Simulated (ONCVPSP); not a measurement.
tungsten (W), ONCV: configuration errors across variants

* Element: W
* Generator: ONCVPSP 4.0.1
* Type: optimised norm-conserving Vanderbilt (ONCV)
* Functional: PBEsol
* Relativity: non-relativistic
* Frozen core: [Kr] 4d10 4f14
* Valence charge: 14
* Reference configuration: 5s2 5p6 5d4 6s2
* Partial waves: 5s+6s: rc 1.90 bohr, ncon 4, nbas 8, qcut 8.4 1/bohr, 2 projectors; 5p: rc 1.45 bohr, ncon 3, nbas 6, qcut 6 1/bohr, 2 projectors, debl 0.5 Ha; 5d: rc 2.60 bohr, ncon 3, nbas 7, qcut 6.1 1/bohr, 2 projectors, debl 3.9 Ha
* Local potential: polynomial inside 1.15 bohr (lpopt 5, dvloc0 2 Ha)
* Core correction: Teter function, parameters optimised by the program

In the p channel the program set the typed energies aside and used -1.499, 0.250 Ha.

All-electron excitation energies from the reference (eV): (1) 5s2 5p6 5d4 6s1 7.694; (2) 5s2 5p6 5d4 6s0 21.570; (3) 5s2 5p6 5d3 6s0 47.734; (4) 5s2 5p6 5d3 6s2 6p1 5.431.

2 further variants failed, have other tests or too few solved ones, and are left out.

Errors AE − PS in meV (a dash: test not solved or not reliable):

```json
{"change": "base", "(1)": "0.0", "(2)": "+0.3", "(3)": "+3.8", "(4)": "+8.1", "bound ghosts": "none", "GHOST(+) flags above zero": "s"}
{"change": "s: rc 1.98", "(1)": "0.0", "(2)": "-0.1", "(3)": "+3.6", "(4)": "+7.9", "bound ghosts": "none", "GHOST(+) flags above zero": "s"}
{"change": "s: rc 2.1", "(1)": "-0.1", "(2)": "-0.4", "(3)": "+3.3", "(4)": "+7.6", "bound ghosts": "none", "GHOST(+) flags above zero": "s"}
{"change": "s: rc 2.64", "(1)": "-0.6", "(2)": "-4.3", "(3)": "+0.4", "(4)": "+8.4", "bound ghosts": "none", "GHOST(+) flags above zero": "s"}
```

Problem. Give the same row for: s: rc 2.38.

Solution. -0.5, -3.0, +2.2, +7.9; bound ghosts: none; GHOST(+) flags above zero: s.
